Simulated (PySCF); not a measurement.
Molecule: `CN[Si@@H]1C[C@H]1C`, C₄H₁₁NSi.

Bonds (- single, = double, # triple, : aromatic): C1-N2, N2-Si3, Si3-C4, C4-C5, C5-C6, C5-Si3. C1 carries H7, H8, H9; N2 carries H10; Si3 carries H11; C4 carries H12, H13; C5 carries H14; C6 carries H15, H16, H17. Stereochemistry as in CN[Si@@H]1C[C@H]1C. H13 is cis to N2 on the ring; H12 is trans to N2 on the ring.

Frames of a GFN2-xTB Langevin trajectory at 200 K; GIAO PBE0/pcSseg-1 shieldings in PySCF 2.14, gas phase, non-relativistic; equivalent atoms averaged within each frame.

Referencing at the same level of theory: 13C (186.93 ppm), 29Si (349.16 ppm), 1H (31.72 ppm) against TMS; 15N (267.73 ppm) against NH3. The references are static minima.

**Question.** How do the shifts (ppm) fluctuate along the trajectory?

**Answer.** 
```
         time (fs)    C1    C6    C4    C5    N2    Si3   H11  H7/H8/H9   H14  H15/H16/H17
               250  33.2  22.3  14.3  10.5   4.8  -99.8  4.48      2.86  1.82         1.74
               425  30.2  24.7  11.1  15.6  10.8  -89.0  4.83      1.91  1.36         1.92
               625  35.0  19.4   7.6  17.3  10.6  -79.9  4.14      2.90  1.61         1.02
               800  36.8  18.3  15.7  16.2  17.8  -90.3  4.08      3.24  1.29         0.69
              1000  34.0  19.9  10.2  12.1  16.4  -75.8  4.40      2.84  1.19         1.03
    mean of frames  33.8  20.9  11.8  14.3  12.1  -86.9  4.39      2.75  1.45         1.28
standard deviation   2.4   2.6   3.2   2.9   5.2    9.4  0.30      0.50  0.26         0.53
```

5 frames give an uncertainty of the mean of about the standard deviation over 2.2 at best, since frames this close in time may not be independent; classical motion lacks zero-point vibration, and the reference would need the same averaging.
